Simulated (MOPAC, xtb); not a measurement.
Approach curve of the dimer C6H6 ··· H3ClSi (SMILES c1ccccc1 and [SiH3]Cl). Monomers: optimised at B3LYP-D3(BJ) (def2-TZVP), held rigid. Orientation: lowest of the rigid-body minima from ten starts at GFN2-xTB. R is the distance of the centres of mass, along which the second monomer moves. The table gives interaction energies.

```json
[
 {"R / Å": "2.90", "A": "2.08", "B": "8.92", "C": "3.02"},
 {"R / Å": "3.09", "A": "0.32", "B": "6.10", "C": "-0.90"},
 {"R / Å": "3.31", "A": "-0.24", "B": "4.19", "C": "-2.54"},
 {"R / Å": "3.52", "A": "-0.32", "B": "2.97", "C": "-2.79"},
 {"R / Å": "3.73", "A": "-0.21", "B": "2.10", "C": "-2.57"},
 {"R / Å": "3.94", "A": "-0.03", "B": "1.48", "C": "-2.21"},
 {"R / Å": "4.21", "A": "0.19", "B": "0.97", "C": "-1.75"},
 {"R / Å": "4.50", "A": "0.30", "B": "0.66", "C": "-1.33"},
 {"R / Å": "5.05", "A": "0.31", "B": "0.37", "C": "-0.79"},
 {"R / Å": "5.73", "A": "0.23", "B": "0.23", "C": "-0.40"},
 {"R / Å": "6.73", "A": "0.14", "B": "0.14", "C": "-0.16"},
 {"R / Å": "8.02", "A": "0.07", "B": "0.08", "C": "-0.05"}
]
```

Energies in kcal/mol.

Task: Which curve belongs to which method? The methods are GFN1-xTB (xtb); MOPAC with PM3, restricted, heats of formation; PM6, restricted, heats of formation run with MOPAC.

Result: A is PM6; B is PM3; C is GFN1-xTB.
